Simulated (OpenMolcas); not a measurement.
Pd2+: effect of the metal basis

Pd2+ with its 6 nearest fluoride ions at 2.163 Å, on the Cd site of idealised cubic KCdF3 (a = 4.302 Å, distance in the model lattice 2.151 Å). The rest of the host is ab initio model potentials to 7.6 Å and point charges beyond; the distance is set by hand and nothing relaxes.

* Program: OpenMolcas 26.06
* Method: SS-CASPT2, IPEA 0.25 Eh, imaginary shift 0.1 Eh (closed shells correlated: 4s 4p and the ligand valence shells)
* Spin-orbit coupling: RASSI with atomic mean-field integrals over the reference wave functions

Fixed: ligand basis ANO-RCC-VDZP, active space 8 electrons in 5 orbitals (4d), DKH2 Hamiltonian.

States (labels of O, the rotations of Oh). Energies in cm-1 above the lowest state or level, χT in cm3 K/mol.

```tsv
Run	Metal basis	Ground state	First state of that spin	First gap with spin-orbit (degeneracies)	χT at 300 K	First state of another spin	Cost
A	ANO-RCC-VDZP	3A2	3T2 14560	9450 (3, 2)	1.390	1E 9920	roughly 80 core-seconds
B	ANO-RCC-VTZP	3A2	3T2 13840	8930 (3, 2)	1.400	1E 9390	roughly 2.2 core-minutes
```

Against A, the first state of the same spin changes by -4.9 % in B.

Costs are those of the CASPT2 steps.

Roots that are degenerate in the reference are averaged as groups; the widest CASPT2 spread within a group is 380 cm-1 (the 3-fold group of multiplicity 3 near 30000 cm-1 above the lowest state of its run, B). Shifts and gaps below about the spread of the groups concerned are not significant. Over all roots computed the reference weight is 0.72 to 0.73 in A, 0.71 to 0.72 in B; a low but even weight reflects the number of correlated electrons. Real 4d8 and 5d8 ions are as a rule square planar and diamagnetic. Ligand-to-metal charge-transfer states are missing. With no ligand orbital active B as a rule stays too high, so bands that hang on it stand too high and its fall with covalency is understated. With one d shell and no ligand orbital active, 10Dq can be off by a tenth or more. Free-ion shares, where given, are those of the reference states; single-state CASPT2 does not remix them (holds for B). No measured value stands beside these numbers; the geometry was set by hand and not optimised.
